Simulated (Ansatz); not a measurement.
`CS[BH][GeH3]` + `C=C[SiH2]S` → `C=C[SiH2][S][GeH3]` + `BSC`  (cleavage of the Ge–B bond)

Calculated with Ansatz (gas phase, PBE0-D4/def2-TZVP geometries, no zero-point term in ΔE). CBS: MP2 limit from def2 TZ/QZ plus the TZ coupled-cluster correction, frozen cores. For Ge outer-core shells are correlated without core-valence functions, which leaves a few kJ/mol of doubt a bond. Scalar relativity is left out up to krypton. Each species was taken in one conformer, which may not be the lowest.

```
             species  MP2/def2-TZVPP energy (Eh)
      `CS[BH][GeH3]`                 -2540.28983
        `C=C[SiH2]S`                  -766.38382
`C=C[SiH2][S][GeH3]`                 -2843.19243
               `BSC`                  -463.50258
```

Problem. Work out ΔE.

Solution. ΔE = (-2843.19243) + (-463.50258) − (-2540.28983) − (-766.38382) = -0.02136 Eh = -56.1 kJ/mol. CCSD(T)/CBS gives -49.6 kJ/mol.

Largest T1 diagnostic among the species: 0.014.

From PBE to PBE0 (25 % exact exchange), in def2-TZVPP and without D4, ΔE moves by −4.6 kJ/mol. The D4 term adds −9.3 kJ/mol with B3LYP and −5.1 kJ/mol with PBE0; it sums over pairs of atoms, weighted by their polarisabilities, and B3LYP, whose exchange is more repulsive, gets the larger term.

B3LYP here is the variant with VWN-RPA as its local correlation; programs differ in this.
